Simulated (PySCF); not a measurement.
PySCF job for Si(Cl)3(SiH3) (Cl₃H₃Si₂), SMILES [SiH3][Si](Cl)(Cl)Cl, KT2/pcSseg-1. The structure is a stationary point at B3LYP-D3(BJ)/def2-SVP.

```python
import numpy as np
from pyscf import gto, scf, dft
from pyscf.prop.nmr import rks as nmr

mol = gto.M(
    atom='''
    Si   -0.00000001    0.00000001    2.28057543
    Si    0.00000000    0.00000000   -0.05271576
    Cl   -1.67976636   -0.96981356   -0.77369032
    Cl    1.67976636   -0.96981357   -0.77369030
    Cl    0.00000001    1.93962712   -0.77369034
    H    -1.22214046    0.70560314    2.75605696
    H     1.22214043    0.70560313    2.75605699
    H    -0.00000002   -1.41120621    2.75605699
    ''',
    basis='pcSseg-1',
    charge=0,
    spin=0,
    max_memory=1600,
    verbose=3,
)
mf = dft.RKS(mol, xc='kt2')
mf.grids.level = 3
mf.conv_tol = 1e-10
mf.max_cycle = 100
mf.kernel()
n = nmr.NMR(mf)
n.verbose = 2
n.max_cycle_cphf = 60
sigma = n.kernel()
print('atom   isotropic/ppm   span/ppm')
for i, s in enumerate(sigma):
    w = np.linalg.eigvalsh((s + s.T) / 2)
    print(f'{mol.atom_symbol(i):2s}{i + 1:3d} {w.mean():14.3f} {w[2] - w[0]:11.3f}')
```

Program output:

```
converged SCF energy = -1976.73502566755
atom   isotropic/ppm   span/ppm
Si  1        453.218      31.005
Si  2        312.948       2.505
Cl  3        732.874     311.596
Cl  4        732.874     311.596
Cl  5        732.876     311.597
H   6         27.474       8.478
H   7         27.474       8.478
H   8         27.474       8.478
```

Self-consistency was reached.
